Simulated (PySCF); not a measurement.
AlI⁺: one state, many levels of theory

State: ²Σ⁺ (doublet), unpaired electrons σ ↑. Set-up: Al cc-pV(D+d)Z, I cc-pVDZ-PP with ECP28; scalar-relativistic core potentials (PySCF 2.14). De refers to Al⁺ + I in their high-spin ground configurations, without counterpoise correction. The functionals are run spin-unrestricted. A positive dipole points towards I; it is taken about the centre of mass and depends on that origin.

```
      Level  Re (Å)  ωe (cm⁻¹)  De (eV)  μ (D)
        UHF   2.415        375     0.53  -8.11
    UHF-MP2   2.408        407     1.04    n/a
UHF-SCS-MP2   2.417        393     0.83    n/a
   UHF-CCSD   2.434        359     0.75    n/a
UHF-CCSD(T)   2.435        365     0.86    n/a
        LDA   2.410        376     1.75  -6.97
        PBE   2.436        361     1.43  -7.00
       BLYP   2.468        333     1.11  -7.11
     r²SCAN   2.410        385     1.52  -7.32
       PBE0   2.415        375     1.30  -7.28
     B2PLYP   2.429        367     1.01  -7.65
```

Problem. Which functional lies closest to UHF-CCSD(T) in De, which farthest, and by how much do they differ from it?

Solution. Closest is B2PLYP (-0.6 pm in Re, +0.5 % in ωe, +0.15 eV in De against UHF-CCSD(T) in the same basis), farthest LDA (-2.5 pm in Re, +3.0 % in ωe, +0.89 eV in De). CCSD(T) converges more slowly with the basis than the functionals do and binds too weakly in this one, so the order can change at the basis-set limit.

Problem. What does a quarter of exact exchange do here, going from PBE to PBE0?

Solution. PBE0 less PBE: -2.1 pm in Re, +3.9 % in ωe, -0.13 eV in De. Exact exchange removes part of the self-interaction that spreads semilocal densities, and in most molecules shortens and stiffens the bond and lowers De; so it does here.

Problem. What does the step from GGA to meta-GGA do here, going from PBE to r²SCAN?

Solution. r²SCAN less PBE: -2.6 pm in Re, +6.6 % in ωe, +0.09 eV in De. 

Correlated steps freeze 9 core orbitals. Correlated levels converge slowly with the basis: in double zeta they bind strong bonds too weakly, by up to about 1 eV, and carry superposition errors of some tenths. Spin–orbit coupling is left out, which matters for elements this heavy, above all for dissociation energies. For an ion De counts to the pair picked by the measured ionisation energies or electron affinities, which need not be the lowest pair at this level. B2PLYP dipoles, levels and charges come from its SCF part alone. The state was picked by a PBE0 search and need not be the measured ground state.

The whole job (state search and all levels along the bond) took about 1.7 min on 1 thread of Arm Neoverse V1 (shared host), peak memory 0.52 GiB.
